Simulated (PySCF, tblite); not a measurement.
Isomers of C5H10FNSi, one GFN2-xTB conformer each. Single-point energies are computed at PBE0/pcSseg-1 (PySCF, gas phase, no added dispersion term), electronic only.

```tsv
SMILES	GFN2-xTB relative energy (kJ/mol)
FC[C@@]1(N[SiH3])[C@@H]2C[C@@H]21	0.0
[H]/N=C\C[SiH2]CC(=C)F	44.8
[H]/N=C\[C@@H](CF)[C@H]1C[SiH2]1	98.1
```

Conformers: `[F:1][CH2:2][C@@:3]1([NH:4][SiH3:5])[C@@H:6]2[CH2:7][C@H:8]12` with F1–C2–C3–N4 -61°, C2–C3–N4–Si5 -83°; `[H]/[N:8]=[CH:7]\[CH2:6][SiH2:5][CH2:4][C:2](=[CH2:1])[F:3]` with C1–C2–C4–Si5 -107°, C2–C4–Si5–C6 -67°, C4–Si5–C6–C7 -62°, Si5–C6–C7–N8 96°; `[H]/[N:1]=[CH:2]\[C@@H:3]([CH2:4][F:5])[C@H:6]1[CH2:7][SiH2:8]1` with N1–C2–C3–C4 135°, C2–C3–C4–F5 -176°, C2–C3–C6–C7 81°.

Problem. What does PBE0/pcSseg-1 give for the same structures?

Solution. 
| SMILES | PBE0/pcSseg-1 E (Eh) | PBE0/pcSseg-1 (kJ/mol) | GFN2-xTB (kJ/mol) | point group |
| --- | --- | --- | --- | --- |
| [H]/N=C\C[SiH2]CC(=C)F | -640.03417 | 0.0 | 44.8 | C1 |
| [H]/N=C\[C@@H](CF)[C@H]1C[SiH2]1 | -639.99703 | 97.5 | 98.1 | C1 |
| FC[C@@]1(N[SiH3])[C@@H]2C[C@@H]21 | -639.99660 | 98.6 | 0.0 | C1 |

GFN2-xTB puts FC[C@@]1(N[SiH3])[C@@H]2C[C@@H]21 lowest instead; measured from each level's own lowest isomer, the values differ by up to 98.6 kJ/mol (FC[C@@]1(N[SiH3])[C@@H]2C[C@@H]21: 0.0 against 98.6). As drawn, the lowest has a C=N bond, an Si–C bond and a C=C bond outside aromatic rings, which the highest lacks; the highest has a three-membered ring, which the lowest lacks. Neighbours under 10 kJ/mol apart ([H]/N=C\[C@@H](CF)[C@H]1C[SiH2]1 and FC[C@@]1(N[SiH3])[C@@H]2C[C@@H]21) can change places with a better method, another conformer or zero-point energy.

Problem. Which frontier levels, dipoles and rotational constants go with these structures?

Solution. 
```csv
SMILES,"HOMO (eV, PBE0/pcSseg-1)",LUMO (eV),dipole (D),"A, B, C (MHz)"
[H]/N=C\C[SiH2]CC(=C)F,-7.25,-0.10,3.05,"2451, 1152, 905.6"
[H]/N=C\[C@@H](CF)[C@H]1C[SiH2]1,-6.77,-0.37,1.17,"1989, 1372, 874.7"
FC[C@@]1(N[SiH3])[C@@H]2C[C@@H]21,-6.97,0.73,1.64,"1899, 1610, 1004"
```

Problem. What happens when harmonic zero-point energies from GFN2-xTB frequencies are added?

Solution. 
| SMILES | ZPE (kJ/mol) | electronic (kJ/mol) | with ZPE (kJ/mol) |
| --- | --- | --- | --- |
| [H]/N=C\C[SiH2]CC(=C)F | 356.4 | 0.0 | 0.0 |
| [H]/N=C\[C@@H](CF)[C@H]1C[SiH2]1 | 361.2 | 97.5 | 102.4 |
| FC[C@@]1(N[SiH3])[C@@H]2C[C@@H]21 | 354.2 | 98.6 | 96.5 |

The zero-point energies span 7.0 kJ/mol. The lowest isomer stays, but the order above it changes.
